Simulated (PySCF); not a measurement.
CH7Cl2NSi2, SMILES [SiH3]CN[SiH](Cl)Cl.

The structure is a stationary point at B3LYP-D3(BJ)/def2-SVP. The structure was generated by enumeration, and PubChem lists no compound with its InChIKey, so it may never have been made. The values are those of a single conformer.

These are SMD-M06-2X/def2-SVP in PySCF values and carry that method's errors.

Solvation free energies are E(SMD) − E(gas) at the gas-phase geometry, for 1 M in both phases. In vacuum the dipole moment is 2.11 D.

Computed solvation free energies in water, chlorobenzene, acetonitrile:
```
solvent        ΔG(solv) (kcal/mol)  its non-electrostatic (CDS) part  dipole (D)
-------------  -------------------  --------------------------------  ----------
water                         -0.1                               3.9        2.52
chlorobenzene                 -4.9                              -2.0        2.44
acetonitrile                  -5.0                              -1.1        2.51
```
